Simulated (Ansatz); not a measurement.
Job for Ansatz (a program for electronic structure): R-B3LYP-D3(BJ)/def2-TZVP on C2H4F2 (SMILES FCCF).

Ansatz 0.2 input:
```yaml
crystal:
  periodic: [false, false, false]
  atoms:
    - {symbol: F, position_ang: [-1.33780000, 0.84840000, -0.75640000]}
    - {symbol: C, position_ang: [-0.75150000, -0.12750000, 0.05670000]}
    - {symbol: C, position_ang: [0.74130000, 0.02580000, -0.03420000]}
    - {symbol: F, position_ang: [1.22230000, 1.16100000, 0.57470000]}
    - {symbol: H, position_ang: [-1.11750000, -1.09560000, -0.31590000]}
    - {symbol: H, position_ang: [-1.05560000, 0.02150000, 1.11460000]}
    - {symbol: H, position_ang: [1.19120000, -0.87320000, 0.44490000]}
    - {symbol: H, position_ang: [1.10750000, 0.03960000, -1.08440000]}
basis:
  gaussian:
    orbitals: def2-TZVP
hamiltonian:
  xc: b3lyp
  dispersion: d3bj
relax: {f_tol: 0.001, max_steps: 120}
accuracy: high
scf: {lower_state_search: off}
```

The log:

```
WARN ansatz: RAYON_NUM_THREADS=4 ignored (pool sized by the plan → 4); use --threads N
Functional definition: B3LYP
these checks for a lower state are left out or cut short: stability, starts, cluster_reference, orbital_swaps, neighbouring_geometries, increment
integrals: 0.35 GiB planned
2939 factors; integrals over basis functions are off by at most 2.3e-9 eV
mean field: 0.96 GiB planned
mean field evaluation 1: about -7572.4511 eV, gradient 4.2e1 eV
mean field evaluation 2: about -7571.8760 eV, gradient 4.6e1 eV
mean field evaluation 4: about -7575.9311 eV, gradient 2.6e0 eV
mean field evaluation 8: about -7576.0349 eV, gradient 7.3e-2 eV
mean field evaluation 16: about -7576.0349 eV, gradient 2.0e-5 eV
mean field -7576.03488263 eV, -278.4141467156 hartree, gradient 1.2e-8 eV, S^2 0.000000; 0 other end points of the search recorded, 0 dependent functions left out
the calculation of the forces begins
reference -7576.03491771 eV, -278.4141480051 hartree; 17, 17 occupied and 131, 131 virtual orbitals, 2939 factors
relax step   1: F+E_penalty+E_count = -7576.19972773 eV  Δ(F+E_penalty+E_count) = +0.000e0 eV  max|allowed force component| = 1.534e0 eV/Å  Δτ_max = 0.0000 Å  (18 SCF iters, accepted)
these checks for a lower state are left out or cut short: stability, starts, cluster_reference, orbital_swaps, neighbouring_geometries, increment
integrals: 0.35 GiB planned
2939 factors; integrals over basis functions are off by at most 2.3e-9 eV
mean field: 0.96 GiB planned
mean field -7576.10397856 eV, -278.4166859444 hartree, gradient 2.9e-8 eV, S^2 0.000000; 0 other end points of the search recorded, 0 dependent functions left out
the calculation of the forces begins
reference -7576.10401350 eV, -278.4166872284 hartree; 17, 17 occupied and 131, 131 virtual orbitals, 2939 factors
relax step   2: F+E_penalty+E_count = -7576.26912773 eV  Δ(F+E_penalty+E_count) = -6.940e-2 eV  max|allowed force component| = 4.051e-1 eV/Å  Δτ_max = 0.0467 Å  (30 SCF iters, accepted)
these checks for a lower state are left out or cut short: stability, starts, cluster_reference, orbital_swaps, neighbouring_geometries, increment
integrals: 0.35 GiB planned
2939 factors; integrals over basis functions are off by at most 2.3e-9 eV
mean field: 0.96 GiB planned
mean field evaluation 32: about -7576.0095 eV, gradient 1.6e0 eV
mean field -7576.11045012 eV, -278.4169237699 hartree, gradient 3.0e-8 eV, S^2 0.000000; 0 other end points of the search recorded, 0 dependent functions left out
the calculation of the forces begins
reference -7576.11048498 eV, -278.4169250510 hartree; 17, 17 occupied and 131, 131 virtual orbitals, 2939 factors
relax step   3: F+E_penalty+E_count = -7576.27567715 eV  Δ(F+E_penalty+E_count) = -6.549e-3 eV  max|allowed force component| = 1.241e-2 eV/Å  Δτ_max = 0.0176 Å  (29 SCF iters, accepted)
these checks for a lower state are left out or cut short: stability, starts, cluster_reference, orbital_swaps, neighbouring_geometries, increment
integrals: 0.35 GiB planned
2939 factors; integrals over basis functions are off by at most 2.3e-9 eV
mean field: 0.96 GiB planned
mean field -7576.11044492 eV, -278.4169235788 hartree, gradient 1.8e-8 eV, S^2 0.000000; 0 other end points of the search recorded, 0 dependent functions left out
the calculation of the forces begins
reference -7576.11047979 eV, -278.4169248600 hartree; 17, 17 occupied and 131, 131 virtual orbitals, 2939 factors
relax step   4: F+E_penalty+E_count = -7576.27569986 eV  Δ(F+E_penalty+E_count) = -2.271e-5 eV  max|allowed force component| = 7.307e-3 eV/Å  Δτ_max = 0.0023 Å  (21 SCF iters, accepted)
these checks for a lower state are left out or cut short: stability, starts, cluster_reference, orbital_swaps, neighbouring_geometries, increment
integrals: 0.35 GiB planned
2939 factors; integrals over basis functions are off by at most 2.3e-9 eV
mean field: 0.96 GiB planned
mean field -7576.11044891 eV, -278.4169237252 hartree, gradient 1.8e-8 eV, S^2 0.000000; 0 other end points of the search recorded, 0 dependent functions left out
the calculation of the forces begins
reference -7576.11048377 eV, -278.4169250064 hartree; 17, 17 occupied and 131, 131 virtual orbitals, 2939 factors
relax step   5: F+E_penalty+E_count = -7576.27570263 eV  Δ(F+E_penalty+E_count) = -2.771e-6 eV  max|allowed force component| = 2.537e-3 eV/Å  Δτ_max = 0.0004 Å  (19 SCF iters, accepted)
these checks for a lower state are left out or cut short: stability, starts, cluster_reference, orbital_swaps, neighbouring_geometries, increment
integrals: 0.35 GiB planned
2939 factors; integrals over basis functions are off by at most 2.3e-9 eV
mean field: 0.96 GiB planned
mean field -7576.11045229 eV, -278.4169238496 hartree, gradient 9.1e-8 eV, S^2 0.000000; 0 other end points of the search recorded, 0 dependent functions left out
the calculation of the forces begins
reference -7576.11048715 eV, -278.4169251307 hartree; 17, 17 occupied and 131, 131 virtual orbitals, 2939 factors
relax step   6: F+E_penalty+E_count = -7576.27570294 eV  Δ(F+E_penalty+E_count) = -3.093e-7 eV  max|allowed force component| = 3.677e-4 eV/Å  Δτ_max = 0.0003 Å  (15 SCF iters, accepted)
Total energy: -7576.27573780 eV, -278.4229979799 hartree
Atom 0 at    -1.354026     0.848923    -0.751288 Å, force     0.000368    -0.000058     0.000034 eV/Å
Atom 1 at    -0.743571    -0.107847     0.052569 Å, force     0.000054     0.000000     0.000146 eV/Å
Atom 2 at     0.751847    -0.006955    -0.043967 Å, force    -0.000049    -0.000039    -0.000148 eV/Å
Atom 3 at     1.210496     1.135791     0.602580 Å, force    -0.000354    -0.000110    -0.000018 eV/Å
Atom 4 at    -1.068575    -1.094589    -0.289660 Å, force     0.000078     0.000123     0.000065 eV/Å
Atom 5 at    -1.076441     0.053624     1.080038 Å, force    -0.000096    -0.000007     0.000143 eV/Å
Atom 6 at     1.210981    -0.875300     0.437258 Å, force    -0.000097     0.000103    -0.000081 eV/Å
Atom 7 at     1.069188     0.046353    -1.087530 Å, force     0.000097    -0.000013    -0.000140 eV/Å
Dipole moment:     0.040608    -0.561621     0.042081 e Å
Checks for a lower state left out: stability, starts, cluster_reference, orbital_swaps, neighbouring_geometries, increment
```

The run converged.

Cost: about 50 core-seconds (a rough figure).
